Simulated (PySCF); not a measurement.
# Frontier orbitals and the lowest excitations

C₄H₃ClF₂Si.
Z-matrix (Å and degrees, PBE0-D3(BJ)/def2-SVP geometry), rows numbered from 1:
```
F 
C   1  1.3225
C   2  1.3419  1  124.61
C   3  1.4861  2  114.71  1  -179.01
C   4  1.3498  3  119.21  2     0.32
Si  5  1.8462  4  105.73  3     0.05
F   6  1.6170  2  113.20  1   -62.04
Cl  6  2.0453  2  112.73  1    59.07
H   3  1.0930  2  123.76  1     0.48
H   4  1.0955  3  118.17  2  -179.97
H   5  1.0902  4  123.03  3   179.56
```

The calculation used TDDFT CAM-B3LYP/def2-SVPD, vertical, gas phase, core orbitals frozen in the response (PySCF 2.14.0, density-fitted response routines).

Kohn–Sham orbitals with the atoms that hold most of them (Löwdin shares over 4%, at most four atoms; ? is withheld):

```json
{"orbital": "HOMO-3", "ε (eV)": "-11.68", "atoms": "Cl8 49%, Si6 10%, C5 8%, C4 7%"}
{"orbital": "HOMO-2", "ε (eV)": "-11.03", "atoms": "Cl8 66%, C4 8%, C3 7%, C5 5%"}
{"orbital": "HOMO-1", "ε (eV)": "-10.39", "atoms": "Cl8 28%, C5 15%, C2 15%, Si6 14%"}
{"orbital": "HOMO", "ε (eV)": "?", "atoms": "?"}
{"orbital": "LUMO", "ε (eV)": "-1.28", "atoms": "?"}
{"orbital": "LUMO+1", "ε (eV)": "0.89", "atoms": "Si6 35%, Cl8 27%, F7 9%, C2 7%"}
{"orbital": "LUMO+2", "ε (eV)": "1.33", "atoms": "C4 24%, H10 16%, C3 14%, C5 10%"}
```

(1) Which atoms hold the HOMO, and with what shares?

(2) Which atoms hold the LUMO, and with what shares?

(3) What is the HOMO energy, and the HOMO–LUMO gap?

Results:

(1) C5 (bonded to C, Si and H) 25%; C2 (bonded to C, F and Si) 21%; C3 (bonded to 2 C and H) 20%; C4 (bonded to 2 C and H) 16%.

(2) C4 (bonded to 2 C and H) 21%; C2 (bonded to C, F and Si) 18%; C5 (bonded to C, Si and H) 17%; C3 (bonded to 2 C and H) 16%.

(3) ε(HOMO) = -8.53 eV; the gap is 7.25 eV (0.2663 hartree).

How does S1 compare with the orbital gap of 7.25 eV?

S1 is at 3.98 eV (f = 0.041), 3.27 eV below the gap, made of HOMO→LUMO (98%). Without the coupling terms of the response equations the lowest excitation would equal the gap.

Give energy, strength and leading configuration of S1, S2 and S3, and follow the Löwdin shares of the leading atoms from the occupied to the empty orbital.

- S1 (3.98 eV, f 0.041), HOMO→LUMO (98%): C5 25% → 17%, C2 21% → 18%, C4 16% → 21%
- S2 (5.30 eV, f 0.0007), HOMO-1→LUMO (92%): Cl8 28% → at most 16%, C5 15% → 17%, C4 at most 15% → 21%, C2 15% → 18%
- S3 (6.42 eV, f 0.0011), HOMO→LUMO+1 (80%): C5 25% → at most 8%, C2 21% → 7%, Si6 at most 17% → 35%, Cl8 at most 17% → 27%
